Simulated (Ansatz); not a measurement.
Species: HgI, net charge 0, doublet state. The spin state was set by rule; other spins were not relaxed. 
Coordinates optimised at B3LYP-D3(BJ)/def2-TZVP (Ansatz, a program for electronic structure):
```
Hg
I 1 2.8364
```
Charge 0, spin multiplicity 2.

Basis-set convergence of Hartree-Fock and CCSD(T) correlation energies (hartree) with Ansatz. Cores are frozen in the correlated levels unless marked. Open shells are spin-unrestricted. Spin-orbit coupling is left out. Frozen are the shells of the preceding noble gas and the d and f shells that filled before the atom's block. Past Kr the def2 sets carry scalar-relativistic core potentials.

| basis | functions | E(HF) | E(corr, CCSD(T)) |
|---|---|---|---|
| def2-SVP | 58 | -449.20437 | -0.38141 |
| def2-TZVPP | 109 | -449.22256 | -0.55495 |
| def2-QZVPP | 170 | -449.22432 | -0.59892 |

Extrapolating the two largest sets (X = 3 and 4) as X^-3: E(corr) = (64·(-0.59892) - 27·(-0.55495))/37 = -0.6310 Eh, an estimate of the basis-set limit. The largest set recovers 94.9 % of it, the smallest 60.4 %.
